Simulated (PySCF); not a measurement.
# From a log to its input

A PySCF 2.14 run on the atoms Br 0 0 0; F 0 0 1.557 (angstrom) printed this (some set-up lines and the per-cycle HOMO/LUMO lines with their warnings removed):

```
PySCF version 2.14.0

[INPUT] verbose = 4
[INPUT] num. atoms = 2
[INPUT] num. electrons = 44
[INPUT] charge = 0
[INPUT] spin (= nelec alpha-beta = 2S) = 0
[INPUT] symmetry False subgroup None
[INPUT] Mole.unit = angstrom

nuclear repulsion = 107.058973307514
number of shells = 11
number of NR pGTOs = 103
number of NR cGTOs = 41
basis = cc-pvdz-dk
ecp = {}

******** <class 'pyscf.solvent._attach_solvent.PCMDFsfX2C1eRKS'> ********
method = PCMDFsfX2C1eRKS
initial guess = minao
damping factor = 0
level_shift factor = 0
DIIS = <class 'pyscf.scf.diis.CDIIS'>
diis_start_cycle = 1
diis_space = 8
diis_damp = 0
SCF conv_tol = 1e-09
SCF conv_tol_grad = None
SCF max_cycles = 50
direct_scf = False
XC library pyscf.dft.libxc version 7.0.0
    S. Lehtola, C. Steigemann, M. J.T. Oliveira, and M. A.L. Marques.,  SoftwareX 7, 1–5 (2018)
XC functionals = blyp
    A. D. Becke.,  Phys. Rev. A 38, 3098 (1988)
    C. Lee, W. Yang, and R. G. Parr.,  Phys. Rev. B 37, 785 (1988)
    B. Miehlich, A. Savin, H. Stoll, and H. Preuss.,  Chem. Phys. Lett. 157, 200 (1989)
radial grids:
    Treutler-Ahlrichs [JCP 102, 346 (1995); DOI:10.1063/1.469408] (M4) radial grids

becke partition: Becke, JCP 88, 2547 (1988); DOI:10.1063/1.454033
pruning grids: <function nwchem_prune>
grids dens level: 3
symmetrized grids: False
atomic radii adjust function: <function treutler_atomic_radii_adjust>
small_rho_cutoff = 0

******** <class 'pyscf.x2c.sfx2c1e.SpinFreeX2CHelper'> ********
approx = 1e
xuncontract = 1
******** <class 'pyscf.solvent.pcm.PCM'> (In testing) ********

WARN: PCM is an experimental feature. It is still in testing.
Features and APIs may be changed in the future.

lebedev_order = 29 (302 grids per sphere)
eps = 2.27
frozen = False
Set gradient conv threshold to 3.16228e-05
Initial guess from minao.
tot grids = 34688
PCM E_diel = -8.71615175764852e-05
Solvent Energy = -8.71615175764852e-05
init E= -2706.48428291433
PCM E_diel = -0.00201922738817333
Solvent Energy = -0.00201922738817333
cycle= 1 E= -2706.01725103456  delta_E= 0.467  |g|= 0.506  |ddm|= 1.53
PCM E_diel = -0.00211678277449352
Solvent Energy = -0.00211678277449352
cycle= 2 E= -2705.9065614647  delta_E= 0.111  |g|= 0.958  |ddm|= 0.755
PCM E_diel = -0.00125086205034616
Solvent Energy = -0.00125086205034616
cycle= 3 E= -2706.05556194213  delta_E= -0.149  |g|= 0.0705  |ddm|= 0.551
PCM E_diel = -0.000853370718866052
Solvent Energy = -0.000853370718866052
cycle= 4 E= -2706.05674922846  delta_E= -0.00119  |g|= 0.0153  |ddm|= 0.0725
PCM E_diel = -0.000918788487120177
Solvent Energy = -0.000918788487120177
cycle= 5 E= -2706.05681565613  delta_E= -6.64e-05  |g|= 0.00173  |ddm|= 0.0132
PCM E_diel = -0.000916687735967922
Solvent Energy = -0.000916687735967922
cycle= 6 E= -2706.05681642002  delta_E= -7.64e-07  |g|= 0.000499  |ddm|= 0.00227
PCM E_diel = -0.000916841373391367
Solvent Energy = -0.000916841373391367
cycle= 7 E= -2706.0568164621  delta_E= -4.21e-08  |g|= 6.81e-05  |ddm|= 0.000461
PCM E_diel = -0.000917108896882467
Solvent Energy = -0.000917108896882467
cycle= 8 E= -2706.05681646322  delta_E= -1.13e-09  |g|= 3.94e-06  |ddm|= 6.33e-05
PCM E_diel = -0.000917101502172561
Solvent Energy = -0.000917101502172561
cycle= 9 E= -2706.05681646323  delta_E= -3.18e-12  |g|= 2.2e-07  |ddm|= 4.2e-06
PCM E_diel = -0.000917103106435225
Solvent Energy = -0.000917103106435225
Extra cycle  E= -2706.05681646323  delta_E= 1.36e-12  |g|= 4.09e-07  |ddm|= 5.02e-07
converged SCF energy = -2706.05681646323
**** SCF Summaries ****
Total Energy =                       -2706.056816463225914
Nuclear Repulsion Energy =             107.058973307514464
One-electron Energy =                -3974.236076638630038
Two-electron Energy =                 1161.121203970996248
Two-electron Coulomb Energy =         1264.716453127580735
DFT Exchange-Correlation Energy =     -103.595249156584572
**** MO energy ****
[11 lines left out]
MO #12  energy= -2.4666397750137   occ= 2
MO #13  energy= -2.46663977500601  occ= 2
MO #14  energy= -2.44661612299949  occ= 2
MO #15  energy= -2.44661558621149  occ= 2
MO #16  energy= -1.17190588896289  occ= 2
MO #17  energy= -0.719608944943231 occ= 2
MO #18  energy= -0.465653994649625 occ= 2
MO #19  energy= -0.42272509951581  occ= 2
MO #20  energy= -0.422725099500777 occ= 2
MO #21  energy= -0.228204338366465 occ= 2
MO #22  energy= -0.228204338352761 occ= 2
MO #23  energy= -0.0741579288996594 occ= 0
MO #24  energy= 0.367281597852231  occ= 0
MO #25  energy= 0.451663726486844  occ= 0
[16 lines left out]
 ** Mulliken pop on meta-lowdin orthogonal AOs  **
 ** Mulliken pop  **
pop of  0 Br 1s           2.00000
pop of  0 Br 2s           1.99999
pop of  0 Br 3s           1.99604
pop of  0 Br 4s           1.93240
pop of  0 Br 5s           0.01015
pop of  0 Br 2px          2.00000
pop of  0 Br 2py          2.00000
pop of  0 Br 2pz          2.00000
pop of  0 Br 3px          1.99996
pop of  0 Br 3py          1.99996
pop of  0 Br 3pz          1.99977
pop of  0 Br 4px          1.99846
[29 lines left out]
 ** Mulliken atomic charges  **
charge of    0Br =      0.35940
charge of    1F =     -0.35940
Dipole moment(X, Y, Z, Debye):  0.00000, -0.00000, -0.91076
orbital energies (hartree): [-0.4227 -0.2282 -0.2282 -0.0742  0.3673  0.4517]
```

Write the input that gave this log.

The input was:

```python
from pyscf import gto, dft, solvent

mol = gto.M(
    atom='Br 0 0 0; F 0 0 1.557',
    basis='cc-pvdz-dk',
    charge=0,
    spin=0,
    verbose=4,
)
mf = dft.RKS(mol, xc='blyp')
mf = mf.sfx2c1e()
mf = mf.density_fit(auxbasis='def2-universal-jkfit')
mf = solvent.PCM(mf)
mf.with_solvent.eps = 2.27
mf.kernel()
mf.analyze()
print('orbital energies (hartree):', mf.mo_energy[..., max(0, mol.nelec[1]-3):mol.nelec[0]+3].round(4))
```

Stability towards an unrestricted solution was not tested. The bond length is a typed value, not an optimised one.
